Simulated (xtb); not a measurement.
SeHF, SMILES [SeH]F. All values are semi-empirical tight-binding results from xtb (GFN2-xTB unless named), good for trends rather than for accurate numbers. The structure is a stationary point at GFN2-xTB.

Optimised geometry:

```xyz
3

Se     0.0430    -0.3706     0.0000
H     -1.4112    -0.4371     0.0000
F     -0.0057     1.4487     0.0000
```

```
Property                                          Value
---------------------------------------  --------------
point group as xtb finds it                          Cs
orbital gap                                     2.69 eV
zero-point energy                          4.7 kcal/mol
G − E(el) at 298.15 K (modified RRHO)    -10.9 kcal/mol
static polarisability (D4 model)             32.5 bohr³
solvation energy, GFN2-xTB/ALPB(water)    -1.6 kcal/mol
solvation energy, GFN2-xTB/ALPB(hexane)   -1.1 kcal/mol
```

Problem. Give the atomic charges and the Wiberg bond orders between heavy atoms. (An estimate is asked for; the answer gives what the named calculation found.)

Solution. charges (e) Se1 0.08, H2 0.14, F3 -0.22. Bond orders Se1–F3 1.20.
